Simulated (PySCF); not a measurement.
C3H12OSi2, SMILES C[SiH](C)C[SiH2]O.

The structure is a stationary point at PBE-D3(BJ)/def2-SVP. This is a generated structure with no PubChem entry under its InChIKey; it may be hypothetical. One conformer was computed; it need not be the lowest.

Method: PBE-D3(BJ)/def2-SVP (PySCF).

Frequencies are harmonic and unscaled.

Computed normal modes with their intensities:
```json
[
 {"mode": "1", "ν (cm⁻¹)": "29", "IR (km/mol)": "2.9", "moving atoms (share of kinetic energy)": "H 34 %, Si 32 %, C 18 %, O 16 %"},
 {"mode": "2", "ν (cm⁻¹)": "63", "IR (km/mol)": "0.2", "moving atoms (share of kinetic energy)": "C 43 %, H 30 %, O 23 %"},
 {"mode": "3", "ν (cm⁻¹)": "97", "IR (km/mol)": "1.6", "moving atoms (share of kinetic energy)": "C 39 %, H 29 %, Si 17 %, O 15 %"},
 {"mode": "4", "ν (cm⁻¹)": "158", "IR (km/mol)": "0.4", "moving atoms (share of kinetic energy)": "H 96 %"},
 {"mode": "5", "ν (cm⁻¹)": "164", "IR (km/mol)": "1.7", "moving atoms (share of kinetic energy)": "H 79 %, C 14 %"},
 {"mode": "6", "ν (cm⁻¹)": "178", "IR (km/mol)": "23.7", "moving atoms (share of kinetic energy)": "H 66 %, Si 13 %, C 12 %, O 9 %"},
 {"mode": "7", "ν (cm⁻¹)": "189", "IR (km/mol)": "5.9", "moving atoms (share of kinetic energy)": "H 41 %, C 37 %, Si 21 %"},
 {"mode": "8", "ν (cm⁻¹)": "218", "IR (km/mol)": "49.7", "moving atoms (share of kinetic energy)": "H 53 %, Si 19 %, C 18 %, O 9 %"},
 {"mode": "9", "ν (cm⁻¹)": "231", "IR (km/mol)": "0.4", "moving atoms (share of kinetic energy)": "Si 38 %, H 34 %, C 26 %"},
 {"mode": "10", "ν (cm⁻¹)": "268", "IR (km/mol)": "36.1", "moving atoms (share of kinetic energy)": "Si 31 %, O 31 %, H 28 %, C 9 %"},
 {"mode": "11", "ν (cm⁻¹)": "468", "IR (km/mol)": "3.2", "moving atoms (share of kinetic energy)": "H 90 %"},
 {"mode": "12", "ν (cm⁻¹)": "588", "IR (km/mol)": "2.2", "moving atoms (share of kinetic energy)": "H 57 %, C 34 %, Si 8 %"},
 {"mode": "13", "ν (cm⁻¹)": "596", "IR (km/mol)": "22.7", "moving atoms (share of kinetic energy)": "H 78 %, C 16 %"},
 {"mode": "14", "ν (cm⁻¹)": "607", "IR (km/mol)": "24.3", "moving atoms (share of kinetic energy)": "H 68 %, C 24 %"},
 {"mode": "15", "ν (cm⁻¹)": "655", "IR (km/mol)": "16.3", "moving atoms (share of kinetic energy)": "C 45 %, H 33 %, Si 21 %"},
 {"mode": "16", "ν (cm⁻¹)": "684", "IR (km/mol)": "5.8", "moving atoms (share of kinetic energy)": "C 42 %, H 40 %, Si 18 %"},
 {"mode": "17", "ν (cm⁻¹)": "696", "IR (km/mol)": "37.1", "moving atoms (share of kinetic energy)": "H 88 %"},
 {"mode": "18", "ν (cm⁻¹)": "734", "IR (km/mol)": "31.0", "moving atoms (share of kinetic energy)": "C 40 %, H 38 %, Si 20 %"},
 {"mode": "19", "ν (cm⁻¹)": "746", "IR (km/mol)": "63.8", "moving atoms (share of kinetic energy)": "H 50 %, C 28 %, Si 22 %"},
 {"mode": "20", "ν (cm⁻¹)": "805", "IR (km/mol)": "97.1", "moving atoms (share of kinetic energy)": "H 56 %, C 19 %, O 15 %, Si 11 %"},
 {"mode": "21", "ν (cm⁻¹)": "809", "IR (km/mol)": "169.7", "moving atoms (share of kinetic energy)": "H 45 %, O 31 %, Si 15 %, C 9 %"},
 {"mode": "22", "ν (cm⁻¹)": "826", "IR (km/mol)": "59.0", "moving atoms (share of kinetic energy)": "H 65 %, C 23 %, Si 11 %"},
 {"mode": "23", "ν (cm⁻¹)": "854", "IR (km/mol)": "206.7", "moving atoms (share of kinetic energy)": "H 80 %, C 13 %"},
 {"mode": "24", "ν (cm⁻¹)": "867", "IR (km/mol)": "69.9", "moving atoms (share of kinetic energy)": "H 79 %, C 12 %, Si 9 %"},
 {"mode": "25", "ν (cm⁻¹)": "876", "IR (km/mol)": "51.4", "moving atoms (share of kinetic energy)": "H 73 %, O 17 %, Si 10 %"},
 {"mode": "26", "ν (cm⁻¹)": "891", "IR (km/mol)": "25.2", "moving atoms (share of kinetic energy)": "H 77 %, Si 15 %"},
 {"mode": "27", "ν (cm⁻¹)": "921", "IR (km/mol)": "120.0", "moving atoms (share of kinetic energy)": "H 85 %, Si 11 %"},
 {"mode": "28", "ν (cm⁻¹)": "980", "IR (km/mol)": "8.9", "moving atoms (share of kinetic energy)": "H 94 %"},
 {"mode": "29", "ν (cm⁻¹)": "1022", "IR (km/mol)": "229.2", "moving atoms (share of kinetic energy)": "H 57 %, C 35 %"},
 {"mode": "30", "ν (cm⁻¹)": "1213", "IR (km/mol)": "26.3", "moving atoms (share of kinetic energy)": "H 78 %, C 22 %"},
 {"mode": "31", "ν (cm⁻¹)": "1221", "IR (km/mol)": "15.6", "moving atoms (share of kinetic energy)": "H 79 %, C 20 %"},
 {"mode": "32", "ν (cm⁻¹)": "1327", "IR (km/mol)": "3.1", "moving atoms (share of kinetic energy)": "H 92 %, C 8 %"},
 {"mode": "33", "ν (cm⁻¹)": "1377", "IR (km/mol)": "0.3", "moving atoms (share of kinetic energy)": "H 96 %"},
 {"mode": "34", "ν (cm⁻¹)": "1381", "IR (km/mol)": "2.6", "moving atoms (share of kinetic energy)": "H 96 %"},
 {"mode": "35", "ν (cm⁻¹)": "1388", "IR (km/mol)": "2.3", "moving atoms (share of kinetic energy)": "H 96 %"},
 {"mode": "36", "ν (cm⁻¹)": "1391", "IR (km/mol)": "8.3", "moving atoms (share of kinetic energy)": "H 96 %"},
 {"mode": "37", "ν (cm⁻¹)": "2123", "IR (km/mol)": "132.7", "moving atoms (share of kinetic energy)": "H 97 %"},
 {"mode": "38", "ν (cm⁻¹)": "2137", "IR (km/mol)": "107.8", "moving atoms (share of kinetic energy)": "H 97 %"},
 {"mode": "39", "ν (cm⁻¹)": "2189", "IR (km/mol)": "109.0", "moving atoms (share of kinetic energy)": "H 97 %"},
 {"mode": "40", "ν (cm⁻¹)": "2971", "IR (km/mol)": "3.8", "moving atoms (share of kinetic energy)": "H 97 %"},
 {"mode": "41", "ν (cm⁻¹)": "2971", "IR (km/mol)": "3.8", "moving atoms (share of kinetic energy)": "H 96 %"},
 {"mode": "42", "ν (cm⁻¹)": "2972", "IR (km/mol)": "2.6", "moving atoms (share of kinetic energy)": "H 96 %"},
 {"mode": "43", "ν (cm⁻¹)": "3037", "IR (km/mol)": "1.6", "moving atoms (share of kinetic energy)": "H 91 %, C 9 %"},
 {"mode": "44", "ν (cm⁻¹)": "3068", "IR (km/mol)": "1.0", "moving atoms (share of kinetic energy)": "H 91 %, C 9 %"},
 {"mode": "45", "ν (cm⁻¹)": "3069", "IR (km/mol)": "9.0", "moving atoms (share of kinetic energy)": "H 91 %, C 9 %"},
 {"mode": "46", "ν (cm⁻¹)": "3073", "IR (km/mol)": "6.6", "moving atoms (share of kinetic energy)": "H 91 %, C 9 %"},
 {"mode": "47", "ν (cm⁻¹)": "3074", "IR (km/mol)": "4.6", "moving atoms (share of kinetic energy)": "H 91 %, C 9 %"},
 {"mode": "48", "ν (cm⁻¹)": "3765", "IR (km/mol)": "68.3", "moving atoms (share of kinetic energy)": "H 94 %"}
]
```
